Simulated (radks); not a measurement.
Excited configurations of the strontium ion Sr36+: one electron is placed in a higher orbital outside 1s1. The ground configuration is [He]. All-electron calculation, Dirac Kohn-Sham, LDA (Slater exchange, Perdew-Wang correlation), spin-unpolarised, spherical densities, finite nucleus; open shells fill j = l - 1/2 first; Fermi nuclear charge, rms radius 4.224 fm. Program: a radial shooting solver on a logarithmic mesh with Libxc functionals. Excitation = E - E(ground); binding = E(ion) - E, where the ion is the core of charge +37; n* = 37/sqrt(2 binding) in atomic units. These energies are relativistic, and a one-electron ion of charge +37 with no core already has n* below n in this formula (Dirac formula, point nucleus: 3s1/2 2.972, 3d3/2 2.991, 4s1/2 3.970, 4p1/2 3.970, 5p1/2 4.968, 6d3/2 5.986, 7s1/2 6.967, 7d3/2 6.986). The quantum defect is therefore taken as that value minus n*, so that it holds no relativistic shift of the bare ion.

outer orbital  excitation (eV)  binding (eV)     n*  quantum defect  eigenvalue (eV)  <r> (bohr)
3s1/2                  17272.0        2121.8  2.963           0.009          -2095.2      0.3546
3d3/2                  17321.5        2072.3  2.998          -0.007          -2038.6      0.2817
4s1/2                  18206.2        1187.6  3.960           0.009          -1173.1      0.6343
4p1/2                  18210.2        1183.7  3.967           0.003          -1168.5      0.6094
6d3/2                  18874.4        519.38  5.988          -0.002          -512.92       1.371
7s1/2                  19008.7        385.16  6.954           0.013          -380.71       1.959
7d3/2                  19012.2        381.64  6.986          0.000          -377.04       1.896

Estimate the row for 5p1/2.

Answer. excitation (eV) 18638.1; binding (eV) 755.72; n* 4.965; quantum defect 0.004; eigenvalue (eV) -746.42; <r> (bohr) 0.9705. The Delta-SCF ionisation energy is 19393.8 eV (NIST Atomic Spectra Database: 19345.6 eV, theoretical). Self-interaction in the functional shifts the binding energies and quantum defects, so they are the method's values and not measured ones. Spin polarisation and multiplet splitting are left out, so open shells lie too high by an amount that depends on their filling.

Beside tabulated values, note that spin-unpolarised runs miss the spin-polarisation part of the exchange energy of open shells.
